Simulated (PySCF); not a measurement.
Species: C5H7Si, charge 0, multiplicity 2. It need not be the lowest isomer of its formula. 
Coordinates optimised at B3LYP-D3(BJ)/def2-TZVP (Ansatz):
SMILES: [SiH3]C1=C[CH]C=C1
```xyz
13

Si     2.0620     0.0627     0.1628
C      0.2195    -0.0112     0.0159
C     -0.5453    -1.1349    -0.1309
C     -1.9601    -0.7456    -0.2086
C     -2.0374     0.6283    -0.1066
C     -0.7200     1.1108     0.0322
H      2.6586     0.8723    -0.9294
H      2.6037    -1.3146     0.0960
H      2.4769     0.6857     1.4449
H     -0.1862    -2.1521    -0.1834
H     -2.7868    -1.4308    -0.3257
H     -2.9333     1.2274    -0.1281
H     -0.4403     2.1502     0.1353
```
Charge 0, spin multiplicity 2.

Dispersion corrections to the total energy (kcal/mol) from the dftd3 and dftd4 libraries through PySCF: D3(BJ) without and D4 with the three-body term, each with the damping fitted for the functional named.

```json
[
 {"functional": "B2GP-PLYP", "D3(BJ)": "-5.11", "D4": "-3.27"},
 {"functional": "HSE06", "D3(BJ)": "-5.20", "D4": "?"},
 {"functional": "LC-wPBE", "D3(BJ)": "-7.33", "D4": "-8.56"},
 {"functional": "CAM-B3LYP", "D3(BJ)": "-6.16", "D4": "?"},
 {"functional": "B2PLYP", "D3(BJ)": "-6.30", "D4": "-5.39"},
 {"functional": "PBE", "D3(BJ)": "-7.60", "D4": "-7.70"},
 {"functional": "BP86", "D3(BJ)": "?", "D4": "-10.34"}
]
```

Q: Fill in the missing entries.

A: 
- HSE06, D4: -6.05
- CAM-B3LYP, D4: -6.58
- BP86, D3(BJ): -12.41
